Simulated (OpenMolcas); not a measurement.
Ti²⁺: the spin-orbit constant, worked from levels

```yaml
Program: OpenMolcas 26.06
Basis: ANO-RCC-VTZP [6s5p3d2f1g]
Scalar_Hamiltonian: DKH2, point nucleus
Active_space: 2 electrons in 9 orbitals (RAS2 3d 4s; RAS3 4p, at most 2 electrons)
State_averaging: 2S+1 = 3 even, 15 roots; 2S+1 = 1 even, 20 roots kept (CI in the orbitals of an earlier block); 2S+1 = 3 odd, 15 roots; 2S+1 = 1 odd, 15 roots kept (CI in the orbitals of an earlier block)
Spin-orbit_coupling: RASSI with atomic mean-field integrals over the reference wave functions, term energies averaged over their components
```

Methods: RASSCF; MS-RASPT2, IPEA 0.25 Eh, imaginary shift 0.1 Eh (closed shells correlated: 3s 3p). Measured levels: Corliss and Sugar, J. Phys. Chem. Ref. Data 8, 1 (1979).

**The spin-orbit constant.** For the Hund term 3F of d2, E(J) = (A/2) J(J+1) + constant and ζ = 2S·A = 2A. From J = 2 to J = 4 the energy changes by 7 A.

| Source | E(4) - E(2) | A | ζ |
| --- | --- | --- | --- |
| RASSCF | 454.3 | 64.9 | 130 |
| MS-RASPT2 | 455.4 | 65.1 | 130 |
| measured | 420.4 | 60.1 | 120 |

All in cm-1. MS-RASPT2 is off by +8.3 % and RASSCF by +8.1 %. Both methods take the spin-orbit matrix elements from the reference wave functions, so the second can move ζ only through the term energies and any multistate remixing. Second-order mixing with other terms is absorbed into this ζ.

CASPT2 breaks the degeneracy within a term, and the mean is taken; among the terms shown or strongly mixed into the levels shown the widest spread is 760 cm-1 (3d2 3F, MS-RASPT2). Without dynamic correlation excited terms often stand tens of per cent too high (terms of higher spin than the ground term too low), and those without a measured partner can miss by more than the paired ones (holds for RASSCF). Computed and measured levels are paired by configuration, term and J; levels that our copy of the source lacks, or whose pairing is in doubt (as where it misses far off the trend of its configuration), stay unpaired and out of the deviations. Levels of configurations outside the active space are missing.
